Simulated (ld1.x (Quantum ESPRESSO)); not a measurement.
**Cutoff test, helium, TM**

ld1.x (Quantum ESPRESSO) 7.5 input, shortened:

```
&input
   title='He', zed=2., rel=0, dft='PBE', iswitch=3,
   config='[He] 2p-2'
 /
 &inputp
   pseudotype=2, tm=.true., lloc=1,
   nlcc=.false.
 /
2
1S  1  0   2.00   0.00  0.65  0.65  0.0
2P  2  1  -2.00   0.15  0.65  0.65  0.0
 &test
   configts(1)='1s2'
 /
```

The pseudo-atom Hamiltonian at the reference potential is diagonalised in spherical Bessel functions j_l(qr) that vanish at 20 bohr, with q² up to the cutoff. All-electron valence levels (Ry): 1s -1.1586.

Q: How do the lowest levels (Ry) of each channel move with the cutoff, and are there ghosts?

A:

```
cutoff (Ry)     s #1    p #1    d #1    d #2    f #1  Σ f·Δε (mRy)
          8  -0.6356  0.0454  0.0822  0.2006  0.1218        1046.0
         12  -0.7505  0.0454  0.0822  0.2006  0.1218         816.3
         21  -0.9015  0.0454  0.0822  0.2006  0.1218         514.3
         30  -0.9783  0.0454  0.0822  0.2006  0.1218         360.7
         45  -1.0622  0.0453  0.0822  0.2006  0.1218         192.7
         55  -1.0966  0.0453  0.0822  0.2006  0.1218         124.1
         70  -1.1244  0.0453  0.0822  0.2006  0.1218          68.5
        100  -1.1484  0.0453  0.0822  0.2006  0.1218          20.5
        120  -1.1544  0.0453  0.0822  0.2006  0.1218           8.4
        180  -1.1581  0.0453  0.0822  0.2006  0.1218           1.0
        230  -1.1582  0.0453  0.0822  0.2006  0.1218           0.9
        400  -1.1586  0.0453  0.0822  0.2006  0.1218           0.0
```

Result: no extra level below or beside the all-electron valence levels (s, p, d, f tested); 10 mRy is reached at 120 Ry and 1 mRy at 180 Ry.
